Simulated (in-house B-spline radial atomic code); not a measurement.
PBE excitations of Mg¹⁰⁺

Method: PBE. Computed with an all-electron radial atomic-structure program (B-spline basis): linear response of the closed shell 1s2 with the functional's adiabatic kernel; non-relativistic, point nucleus, no spin-orbit coupling, no double excitations, S, P, D and F terms only.

Command:
```bash
python run_td.py task.json out
```
Settings (radii: box in bohr, nucleus in fm):
```
Z                        12
electrons                2
configuration            1s2
hamiltonian              nr
method                   pbe,pbe
box_radius               9.77
intervals                47
```

Time taken, with all properties: 1 thread of Arm Neoverse N1 (shared host).

The lowest states, in the order of their Tamm-Dancoff energies; the method's threshold (minus the highest occupied level) is 1686.58 eV. Labels give the largest channel, * marks a mixed state, and oscillator strengths are full-response dipole values. Semilocal kernels can invert the small singlet-triplet splittings of Rydberg terms. Energies in eV:

```tsv
state	full response	Tamm-Dancoff	oscillator strength
1s → 2s 3S	1302.88	1302.90	-
1s → 2s 1S	?	?	-
1s → 2p 3P	1316.64	1316.67	-
1s → 2p 1P	?	?	?
1s → 3s 3S	1524.20	1524.21	-
1s → 3s 1S	1527.21	1527.24	-
1s → 3p 3P	1528.65	1528.66	-
1s → 3p 1P	1530.85	1530.86	0.137
1s → 3d 3D	1532.60	1532.60	-
1s → 3d 1D	1532.69	1532.69	-
```

(1) Where does 1s → 2p 1P lie?

(2) Where does 1s → 2s 1S lie?

(3) How large is the singlet-triplet splitting of 1s → 2s (S terms) in Tamm-Dancoff?

(4) What polarisabilities and dispersion coefficient does the method give?

Results:

(1) At 1325.28 eV in full response, 1325.31 eV in Tamm-Dancoff, oscillator strength 0.698.

(2) At 1314.98 eV in full response, 1315.10 eV in Tamm-Dancoff.

(3) 12.2 eV, from the unrounded values.

(4) Dipole 0.0004993 bohr³, quadrupole 1.318e-05 bohr⁵, C6 1.063e-05 hartree·bohr⁶ for two such species.
